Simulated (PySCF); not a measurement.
**Deuteron quadrupole couplings in `C=CC[C@H]1Cc2ccccc21`**

C11H12.
Structure used (GFN2-xTB), in Å, numbered top down from 1:
```
atom  x, y, z in Å
C1     3.698    0.940   -0.218
C2     2.983   -0.160   -0.078
C3     1.640   -0.386   -0.695
C4     0.575   -0.598    0.381
C5     0.153    0.677    1.171
C6    -1.225    0.481    0.594
C7    -2.501    0.984    0.554
C8    -3.402    0.281   -0.249
C9    -3.029   -0.852   -0.953
C10   -1.729   -1.359   -0.904
C11   -0.851   -0.660   -0.115
H12    4.660    1.061    0.252
H13    3.355    1.767   -0.820
H14    3.352   -0.974    0.533
H15    1.677   -1.278   -1.328
H16    1.363    0.465   -1.320
H17    0.857   -1.436    1.024
H18    0.216    0.592    2.255
H19    0.659    1.588    0.854
H20   -2.811    1.865    1.097
H21   -4.421    0.632   -0.325
H22   -3.767   -1.359   -1.559
H23   -1.456   -2.244   -1.459
```

Level: PBE0/pcSseg-1 (PySCF, non-relativistic); Q(2H) = 0.00286 b; rigid geometry, the same for H and D, with no vibrational averaging.

Question: Rank these positions by the coupling χzz of a deuteron there, largest first.
A. H15 (methylene hydrogen)
B. H20 (aromatic hydrogen)
C. H12 (vinylic hydrogen)
D. H19 (methylene hydrogen)

Answer: C (227 kHz), B (221 kHz), D (210 kHz), A (202 kHz).

Tabulate Vzz, the asymmetry η and χzz = 234.96 MHz × Q × Vzz for every hydrogen position.

```tsv
atom	bonded to	bond length (Å)	Vzz (au)	η	χzz (kHz)
H12	C1	1.077	0.3382	0.05	227
H13	C1	1.078	0.3353	0.06	225
H14	C2	1.083	0.3231	0.05	217
H15	C3	1.094	0.3009	0.01	202
H16	C3	1.092	0.3017	0.02	203
H17	C4	1.093	0.3034	0.02	204
H18	C5	1.089	0.3131	0.01	210
H19	C5	1.089	0.3121	0.02	210
H20	C7	1.080	0.3287	0.05	221
H21	C8	1.081	0.3265	0.07	219
H22	C9	1.081	0.3267	0.07	220
H23	C10	1.080	0.3290	0.05	221
```

How does χzz go with the bond length over the 12 C–H bonds?

A straight-line fit has a slope of -14.2 kHz for each 0.01 Å, with a correlation coefficient of -0.99, over lengths from 1.077 to 1.094 Å. The longer bonds have the smaller couplings here.

Give the 2H NMR doublet splittings at H23 for a magnetic field along the z, y and x axes of the gradient: 3χ/2, 3χ(1 + η)/4, 3χ(1 − η)/4.

With |χ| = 221.1 kHz and η = 0.054: 332, 175 and 157 kHz, to first order and without motion.

Geometry: GFN2-xTB, one conformer, isolated molecule. GFN2-xTB bond lengths can be off by several hundredths of an ångström, more for odd bonds, and the gradients follow them. The small basis limits the accuracy of the gradients.

These values come from a run that also computed NMR shieldings. Time: 3.0 min wall, 2.5 min CPU; peak memory 1.1 GiB. Hardware: one thread of an Intel Xeon at 2.50 GHz, no GPU, on a shared host.
